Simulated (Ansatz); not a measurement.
System: NiCl₂, net charge 0, triplet state. The spin state was set by rule; other spins were not relaxed. SMILES: [Cl][Ni][Cl]
Geometry: optimised at B3LYP-D3(BJ)/def2-TZVP (Ansatz, an electronic-structure program).

Wanted: vertical ionisation energy (to the quartet state of charge +1; each state is the SCF solution reached for its spin; for the quartet the Hartree-Fock reference is unstable and T1 is 0.049), in eV. Correlated levels leave the core frozen unless marked. Open shells are spin-unrestricted. No spin-orbit coupling. The frozen core is the preceding noble-gas configuration, with the filled d and f shells of earlier blocks. Non-relativistic.  The program attaches cautions to a run behind CCSD/def2-SVPD: other roots. The program attaches cautions to a run behind CCSD(T)/def2-SVPD: other roots.

```tsv
level	program	vertical ionisation energy (eV)
SVWN5/def2-TZVPD	Ansatz	10.53
PBE/def2-TZVPD	Ansatz	10.38
r2SCAN/def2-TZVPD	Ansatz	10.77
B3LYP/def2-TZVPD	Ansatz	11.02
PBE0/def2-TZVPD	Ansatz	11.07
BHLYP/def2-TZVPD	Ansatz	11.44
CAM-B3LYP/def2-TZVPD	Ansatz	11.38
wB97M-V/def2-TZVPD	Ansatz	11.50
wB97X-V/def2-TZVPD	Ansatz	11.42
CCSD/def2-SVPD	Ansatz	11.43
CCSD(T)/def2-SVPD	Ansatz	11.31
```
